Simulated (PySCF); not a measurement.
FGeH4NO2, SMILES [NH2][Ge]([OH])([OH])[F]. Heavy atoms are numbered as in [NH2:1][Ge:2]([OH:3])([OH:4])[F:5]. Hydrogens are named by the atom that carries them.

Geometry: PBE0-D3(BJ)/def2-SVP. One conformer was computed; it need not be the lowest.

Calculation: PBE0/pcSseg-1 in PySCF.

GIAO shieldings, no solvent; atoms alike by connectivity are averaged. δ = σ(ref) − σ: ¹⁵N against NH3 (σ = 267.4 ppm); ⁷³Ge against GeH4 (σ = 1658.3 ppm); ¹⁷O against H2O (σ = 334.2 ppm); ¹⁹F against CFCl3 (σ = 167.2 ppm); ¹H against TMS (σ = 31.56 ppm), references at their B3LYP-D3(BJ)/def2-TZVP geometries, non-relativistic.

Computed chemical shifts:
```csv
nucleus,atoms,count,δ (ppm)
¹⁵N,N1 (NH2),1,18.0
⁷³Ge,Ge2,1,335.5
¹⁷O,O3 (OH),2,48.9
¹⁹F,F5,1,-157.4
¹H,H on O3,2,1.67
¹H,H on N1,2,1.24
```
